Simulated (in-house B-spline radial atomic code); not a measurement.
HSE06 excitations of Pb⁴⁺

Method: HSE06. Computed with an all-electron radial atomic-structure program (B-spline basis): linear response of the closed shell [Xe] 4f14 5d10 with the functional's adiabatic kernel; scalar-relativistic (spin-free one-electron X2C), finite nucleus, no spin-orbit coupling, no double excitations, S, P, D and F terms only; shells from n = 3 respond. Only terms of natural parity with L up to 3 were computed.

Spin-orbit coupling is strong here, so these LS terms don't match observed levels.

Command:
```bash
python run_td.py task.json out
```
Settings (radii: box in bohr, nucleus in fm):
```
Z                        82
electrons                78
configuration            [Xe] 4f14 5d10
hamiltonian              x2c
method                   hse06
box_radius               19.1
rms_radius               5.5012
intervals                70
```

Run time, properties included: 14 s on 1 thread of Arm Neoverse N1, on a shared host.

The lowest states, in the order of their Tamm-Dancoff energies; the method's threshold (minus the highest occupied level) is 63.48 eV. Labels give the largest channel, * marks a mixed state, and oscillator strengths are full-response dipole values. Semilocal kernels can invert the small singlet-triplet splittings of Rydberg terms. Energies in eV:

```tsv
state	full response	Tamm-Dancoff	oscillator strength
5d → 6s 3D	13.787	13.820	-
5d → 6s 1D	14.872	14.907	-
5d → 6p 3P	25.981	26.015	-
5d → 6p 3F	?	?	-
5d → 6p 1F	?	?	-
5d → 6p 1P	27.719	27.813	1.08
5d → 6d 3S	39.75	39.77	-
5d → 6d 3D	40.46	40.46	-
5d → 6d 1D	40.79	40.81	-
5d → 7s 3D	41.32	41.33	-
```

(1) Where does 5d → 6p 3F lie?

(2) Where does 5d → 6p 1F lie?

(3) How large is the singlet-triplet splitting of 5d → 6s (D terms) in Tamm-Dancoff?

(4) What polarisabilities and dispersion coefficient does the method give?

## Answers

(1) At 26.287 eV in full response, 26.308 eV in Tamm-Dancoff.

(2) At 26.762 eV in full response, 26.765 eV in Tamm-Dancoff.

(3) 1.09 eV, from the unrounded values.

(4) Dipole 3.786 bohr³, quadrupole 11.2 bohr⁵, C6 20.09 hartree·bohr⁶ for two such species.
